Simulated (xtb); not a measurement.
Calculation: GFN2-xTB (xtb).

```
xtb start.xyz --ohess tight --gfn 2 --chrg 0 --uhf 0 --iterations 400

# start.xyz
3

Cd     0.000000     0.000000     0.000000
Br    -1.048973     2.247427     0.637514
Br     1.048972    -2.247427    -0.637514
```

Output:

```
[...]
          :                      SETUP                      :
          :.................................................:
          :  # basis functions                  24          :
          :  # atomic orbitals                  22          :
          :  # shells                            8          :
          :  # electrons                        16          :
          :  max. iterations                   400          :
          :  Hamiltonian                  GFN2-xTB          :
          :  restarted?                      false          :
          :  GBSA solvation                  false          :
          :  PC potential                    false          :
          :  electronic temp.          300.0000000     K    :
          :  accuracy                    1.0000000          :
          :  -> integral cutoff          0.2500000E+02      :
          :  -> integral neglect         0.1000000E-07      :
          :  -> SCF convergence          0.1000000E-05 Eh   :
          :  -> wf. convergence          0.1000000E-03 e    :
          :  Broyden damping             0.4000000          :
          :  net charge                          0          :
          :  unpaired electrons                  0          :
          ...................................................

 iter      E             dE          RMSdq      gap      omega  full diag
   1     -8.8468142 -0.884681E+01  0.440E-06    4.57       0.0  T
   2     -8.8468142 -0.124345E-13  0.257E-06    4.57   22505.5  T
   3     -8.8468142  0.355271E-14  0.122E-06    4.57   47472.0  T

   *** convergence criteria satisfied after 3 iterations ***

         #    Occupation            Energy/Eh            Energy/eV
      -------------------------------------------------------------
         1        2.0000           -0.8551417             -23.2696
         2        2.0000           -0.8435123             -22.9531
         3        2.0000           -0.5284675             -14.3803
         4        2.0000           -0.4464014             -12.1472
         5        2.0000           -0.4437578             -12.0753
         6        2.0000           -0.4437578             -12.0753
         7        2.0000           -0.4310637             -11.7298
         8        2.0000           -0.4310637             -11.7298 (HOMO)
         9                         -0.2629809              -7.1561 (LUMO)
        10                         -0.0804068              -2.1880
        11                         -0.0804068              -2.1880
        12                          0.0195699               0.5325
        13                          0.0226841               0.6173
       ...                                ...                  ...
        22                          1.8114499              49.2921
      -------------------------------------------------------------
                  HL-Gap            0.1680828 Eh            4.5738 eV
             Fermi-level           -0.3470223 Eh           -9.4430 eV


         :::::::::::::::::::::::::::::::::::::::::::::::::::::
         ::                     SUMMARY                     ::
         :::::::::::::::::::::::::::::::::::::::::::::::::::::
         :: total energy              -8.840192377763 Eh    ::
         :: gradient norm              0.000217765377 Eh/a0 ::
         :: HOMO-LUMO gap              4.573765222597 eV    ::
         ::.................................................::
         :: SCC energy                -8.846814487033 Eh    ::
         :: -> isotropic ES            0.062868136969 Eh    ::
         :: -> anisotropic ES          0.006301002071 Eh    ::
         :: -> anisotropic XC         -0.007027405250 Eh    ::
         :: -> dispersion             -0.002090045545 Eh    ::
         :: repulsion energy           0.006622109270 Eh    ::
         :: add. restraining           0.000000000000 Eh    ::
         :: total charge              -0.000000000000 e     ::
         :::::::::::::::::::::::::::::::::::::::::::::::::::::

           -------------------------------------------------
          |                Numerical Hessian                |
           -------------------------------------------------
step length          :   0.00500
SCC accuracy         :   0.30000
Hessian scale factor :   1.00000
frozen atoms in %    :   0.00000    0
RMS gradient         :   0.00022
estimated CPU  time      0.00 min
estimated wall time      0.00 min

writing file <hessian>.

 vibrational frequencies (cm⁻¹)
eigval :        0.00     0.00     0.00     0.00     0.00     0.03
eigval :      153.14   239.48     0.11
           -------------------------------------------------
          |                Property Printout                |
           -------------------------------------------------

    * Orbital Energies and Occupations

         #    Occupation            Energy/Eh            Energy/eV
      -------------------------------------------------------------
         1        2.0000           -0.8551417             -23.2696
         2        2.0000           -0.8435123             -22.9531
         3        2.0000           -0.5284675             -14.3803
         4        2.0000           -0.4464014             -12.1472
         5        2.0000           -0.4437578             -12.0753
         6        2.0000           -0.4437578             -12.0753
         7        2.0000           -0.4310637             -11.7298
         8        2.0000           -0.4310637             -11.7298 (HOMO)
         9                         -0.2629809              -7.1561 (LUMO)
        10                         -0.0804068              -2.1880
        11                         -0.0804068              -2.1880
        12                          0.0195699               0.5325
        13                          0.0226841               0.6173
        14                          0.0226841               0.6173
        15                          0.0332607               0.9051
        16                          0.0332607               0.9051
        17                          0.0337666               0.9188
        18                          0.0337666               0.9188
        19                          0.0337987               0.9197
       ...                                ...                  ...
        22                          1.8114499              49.2921
      -------------------------------------------------------------
                  HL-Gap            0.1680828 Eh            4.5738 eV
             Fermi-level           -0.3470223 Eh           -9.4430 eV

     #   Z          covCN         q      C6AA      α(0)
     1  48 Cd       1.598     0.379   192.857    26.656
     2  35 Br       0.799    -0.189   189.925    22.219
     3  35 Br       0.799    -0.189   189.925    22.219

 Mol. C6AA /au·bohr⁶  :       1709.565181
 Mol. C8AA /au·bohr⁸  :     124275.158614
 Mol. α(0) /au        :         71.094120

Wiberg/Mayer (AO) data.
largest (>0.10) Wiberg bond orders for each atom
Molecule has the following symmetry elements: (i) (Cinf) (C2) 2*(sigma)
It seems to be the Dinfh point group

 ---------------------------------------------------------------------------
     #   Z sym  total        # sym  WBO       # sym  WBO       # sym  WBO
 ---------------------------------------------------------------------------
     1  48 Cd   2.023 --     3 Br   1.011     2 Br   1.011
     2  35 Br   1.267 --     1 Cd   1.011     3 Br   0.256
     3  35 Br   1.267 --     1 Cd   1.011     2 Br   0.256
 ---------------------------------------------------------------------------

Topologies differ in total number of bonds
Writing topology from bond orders to xtbtopo.mol

molecular dipole:
                 x           y           z       tot (Debye)
 q only:        0.000      -0.000      -0.000
   full:        0.000      -0.000      -0.000       0.000
molecular quadrupole (traceless):
                xx          xy          yy          xz          yz          zz
 q only:        2.008       4.360      -5.299       1.237      -2.650       3.291
  q+dip:        5.547      12.045     -14.639       3.417      -7.321       9.092
   full:        6.392      13.881     -16.869       3.937      -8.436      10.478

           -------------------------------------------------
          |                Geometry Summary                 |
           -------------------------------------------------

      molecular mass/u    :      272.2186134
   center of mass at/Å    :       -0.0000001      -0.0000002      -0.0000000
  moments of inertia/u·Å² :        0.1683195E-09   0.9551116E+03   0.9551116E+03
rotational constants/cm⁻¹ :        0.1001526E+12   0.1764991E-01   0.1764991E-01

 * 2 selected distances

     #   Z          #   Z                                           value/Å
     1  48 Cd       2  35 Br                                      2.4447228 (max)
     1  48 Cd       3  35 Br                                      2.4447167 (min)

 * 1 distinct bonds (by element types)

   Z      Z             #   av. dist./Å        max./Å        min./Å
  35 Br  48 Cd          2     2.4447198     2.4447228     2.4447167

           -------------------------------------------------
          |               Frequency Printout                |
           -------------------------------------------------
 vibrational frequencies (cm⁻¹)
eigval :        0.00     0.00     0.00     0.00     0.00     0.03
eigval :      153.14   239.48     0.11
 reduced masses (amu)
   1: 99.01   2: 98.98   3: 79.90   4: 79.90   5: 93.34   6: 93.30   7: 79.90   8: 98.98
   9:  0.06
 IR intensities (km·mol⁻¹)
   1: 11.58   2: 11.56   3:  0.00   4:  0.00   5:  0.00   6:  0.00   7:  0.00   8: 27.65
   9:  0.01
 Raman intensities (Ä⁴*amu⁻¹)
   1:  0.00   2:  0.00   3:  0.00   4:  0.00   5:  0.00   6:  0.00   7:  0.00   8:  0.00
   9:  0.00
 output can be read by thermo (or use thermo option).
 writing <g98.out> molden fake output.
 recommended (thermochemical) frequency scaling factor: 1.0
           -------------------------------------------------
          |             Thermodynamic Functions             |
           -------------------------------------------------

din symmetry found (for desy threshold:  0.10E+00) used in thermo

          ...................................................
          :                      SETUP                      :
          :.................................................:
          :  # frequencies                           2      :
          :  # imaginary freq.                       0      :
          :  linear?                              true      :
          :  only rotor calc.                    false      :
          :  symmetry                              din      :
          :  rotational number                       2      :
          :  scaling factor                  1.0000000      :
          :  rotor cutoff                   50.0000000 cm⁻¹ :
          :  imag. cutoff                  -20.0000000 cm⁻¹ :
          :.................................................:

    mode    ω/cm⁻¹     T·S(HO)/kcal·mol⁻¹    T·S(FR)/kcal·mol⁻¹   T·S(vib)
   ------------------------------------------------------------------------
       1    153.14    -0.78496 ( 98.88%)    -0.72490 (  1.12%)    -0.78429
       2    239.48    -0.53867 ( 99.81%)    -0.59247 (  0.19%)    -0.53877
   ------------------------------------------------------------------------

   temp. (K)  partition function   enthalpy   heat capacity  entropy
                                   cal/mol     cal/K/mol   cal/K/mol   J/K/mol
 298.15  VIB   2.79                  714.943      3.668      4.438
         ROT  0.587E+04              592.502      1.987     19.232
         INT  0.164E+05             1307.444      5.655     23.670
         TR   0.435E+28             1481.254      4.968     42.684
         TOT                        2788.6982    10.6231    66.3535   277.6229

       T/K    H(0)-H(T)+PV         H(T)/Eh          T*S/Eh         G(T)/Eh
   ------------------------------------------------------------------------
    298.15    0.444407E-02    0.533855E-02    0.315267E-01   -0.261881E-01
   ------------------------------------------------------------------------

         :::::::::::::::::::::::::::::::::::::::::::::::::::::
         ::                  THERMODYNAMIC                  ::
         :::::::::::::::::::::::::::::::::::::::::::::::::::::
         :: total free energy          -8.866380501691 Eh   ::
         ::.................................................::
         :: total energy               -8.840192377763 Eh   ::
         :: zero point energy           0.000894473153 Eh   ::
         :: G(RRHO) w/o ZPVE           -0.027082597081 Eh   ::
         :: G(RRHO) contrib.           -0.026188123928 Eh   ::
         :::::::::::::::::::::::::::::::::::::::::::::::::::::

optimized geometry written to: xtbopt.xyz

           -------------------------------------------------
          | TOTAL ENERGY               -8.840192377763 Eh   |
          | TOTAL ENTHALPY             -8.834853831191 Eh   |
          | TOTAL FREE ENERGY          -8.866380501691 Eh   |
          | GRADIENT NORM               0.000217769942 Eh/α |
          | HOMO-LUMO GAP               4.573765029402 eV   |
           -------------------------------------------------

------------------------------------------------------------------------
```

Cost: very roughly 0.06 core-seconds.
